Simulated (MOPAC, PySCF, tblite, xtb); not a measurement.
Potential energy surface of H₂Te, singlet: map of symmetric stretch and bend. Scanned: Te-H bond length and H-Te-H angle.

Levels: GFN2-xTB, 300 K electronic temperature (tblite); RHF/def2-TZVP, def2 effective core potentials past Kr (PySCF); PBE/def2-TZVP, def2 effective core potentials past Kr (PySCF); M06-2X/def2-TZVP, def2 effective core potentials past Kr (PySCF); MP2 on RHF/def2-TZVP, 4 core orbitals frozen, def2 effective core potentials past Kr (PySCF); CCSD on RHF/def2-TZVP, 4 core orbitals frozen, def2 effective core potentials past Kr (PySCF); CCSD(T) on RHF/def2-TZVP, 4 core orbitals frozen, def2 effective core potentials past Kr (PySCF); PM6, restricted, heats of formation (MOPAC); AM1, restricted, heats of formation (MOPAC); GFN1-xTB (xtb); RHF/LANL2DZ = restricted Hartree-Fock/LANL2DZ, with its core potentials past Ne run with PySCF; RKS-B3LYP/3-21G = restricted B3LYP/3-21G in PySCF.

Energies in kcal/mol at chosen points (x: Te-H bond length (Å); y: H-Te-H angle (°)), relative to x = 1.74, y = 90:

```tsv
method	(2.16, 150)	(2.24, 120)	(2.24, 170)	(1.74, 90)	(2.24, 130)	(1.41, 80)	(1.66, 80)
GFN2-xTB	61.5	56.9	81.0	0.0	60.2	27.2	-1.8
RHF	92.6	79.1	127.9	0.0	85.5	34.4	-1.0
PBE	72.7	61.6	100.1	0.0	66.6	38.4	-0.2
M06-2X	81.4	70.4	111.9	0.0	75.8	35.1	-1.0
MP2	85.7	74.3	116.1	0.0	79.9	31.2	-2.1
CCSD	76.6	66.5	100.3	0.0	71.4	33.9	-1.3
CCSD(T)	72.3	63.3	90.3	0.0	67.7	34.5	-1.1
PM6	81.3	66.8	118.9	0.0	73.8	50.1	5.8
AM1	103.7	96.9	138.0	0.0	102.4	19.4	-1.2
GFN1-xTB	84.0	76.6	112.5	0.0	81.4	32.2	-1.3
RHF/LANL2DZ	90.3	75.4	125.5	0.0	82.1	35.8	-0.2
RKS-B3LYP/3-21G	71.1	57.3	100.3	0.0	63.0	49.7	1.9
```
